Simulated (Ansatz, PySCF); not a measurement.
Bond stretch in KCl, singlet.

RKS-PBE = restricted PBE/def2-SVP in Ansatz (a first-principles code); UKS-PBE = unrestricted PBE/def2-SVP (Ansatz); UKS-M06-2X = unrestricted M06-2X/def2-SVP (PySCF); UCCSD(T) = CCSD(T) on UHF/def2-SVP, 10 core orbitals frozen (PySCF).

Energies relative to the lowest point of each curve near equilibrium, in kcal/mol; the last columns give the difference from UCCSD(T):

| R / Å | RKS-PBE | UKS-PBE | UKS-M06-2X | UCCSD(T) | RKS-PBE − UCCSD(T) | UKS-PBE − UCCSD(T) | UKS-M06-2X − UCCSD(T) |
|---|---|---|---|---|---|---|---|
| 2.13 | 39.8 | 39.8 | 41.8 | 45.8 | -6.0 | -6.0 | -4.0 |
| 2.31 | 13.3 | 13.3 | 13.8 | 16.1 | -2.8 | -2.8 | -2.2 |
| 2.39 | 7.0 | 7.0 | 7.3 | 8.9 | -1.9 | -1.9 | -1.6 |
| 2.51 | 1.8 | 1.8 | 1.8 | 2.7 | -0.8 | -0.8 | -0.9 |
| 2.57 | 0.6 | 0.6 | 0.5 | 1.1 | -0.5 | -0.5 | -0.5 |
| 2.68 | 0.0 | 0.0 | 0.0 | 0.0 | 0.0 | 0.0 | 0.0 |
| 2.79 | 0.9 | 0.9 | 1.1 | 0.6 | 0.3 | 0.3 | 0.5 |
| 2.85 | 1.8 | 1.8 | 2.2 | 1.4 | 0.4 | 0.4 | 0.7 |
| 2.98 | 4.5 | 4.5 | 5.2 | 4.0 | 0.5 | 0.5 | 1.2 |
| 3.12 | 8.1 | 8.1 | 9.3 | 7.6 | 0.5 | 0.5 | 1.7 |
| 3.29 | 13.0 | 13.0 | 14.7 | 12.6 | 0.4 | 0.4 | 2.1 |
| 3.65 | 23.6 | 23.6 | 26.3 | 23.8 | -0.2 | -0.2 | 2.5 |
| 4.03 | 33.8 | 33.8 | 37.7 | 35.3 | -1.5 | -1.5 | 2.3 |
| 4.47 | 43.7 | 43.6 | 49.3 | 47.5 | -3.8 | -3.8 | 1.8 |
| 4.83 | 50.1 | 49.9 | 57.4 | 56.2 | -6.1 | -6.3 | 1.2 |
| 5.33 | 56.8 | 56.1 | 66.6 | 66.2 | -9.4 | -10.1 | 0.4 |
| 5.87 | 61.9 | 60.4 | 74.0 | — | — | — | — |
| 6.56 | 66.2 | 63.7 | 80.7 | — | — | — | — |
| 7.32 | 69.2 | 65.9 | 84.0 | — | — | — | — |
| 8.13 | 71.2 | 67.4 | 86.4 | — | — | — | — |

RKS-PBE is furthest from UCCSD(T) at 5.33 (-9.4 kcal/mol, below); its mean absolute difference over the points is 2.2 kcal/mol.

UKS-PBE is furthest from UCCSD(T) at 5.33 (-10.1 kcal/mol, below); its mean absolute difference over the points is 2.3 kcal/mol.

UKS-M06-2X is furthest from UCCSD(T) at 2.13 (-4.0 kcal/mol, below); its mean absolute difference over the points is 1.5 kcal/mol.

A dash means that the run gave no value there, or that the column was ended at a point which the program doubted or which failed a test of continuity chosen for this set; such a test can also cut sound points.

The restricted form behind RKS-PBE keeps the bonding electrons paired and can't separate into open-shell fragments. The unrestricted determinant behind UKS-PBE is spin-contaminated at 4.47 to 8.13 Å (<S²> up to 0.5, against 0.00 for a pure singlet). The unrestricted determinant behind UKS-M06-2X is spin-contaminated at 6.56 to 8.13 Å (<S²> up to 0.5, against 0.00 for a pure singlet). At the longest distance UKS-M06-2X leaves fractional charges on the fragments, a sign of delocalisation error or of the restricted form. The unrestricted determinant behind UCCSD(T) is spin-contaminated at 5.87 to 8.13 Å (<S²> up to 1.0, against 0.00 for a pure singlet).
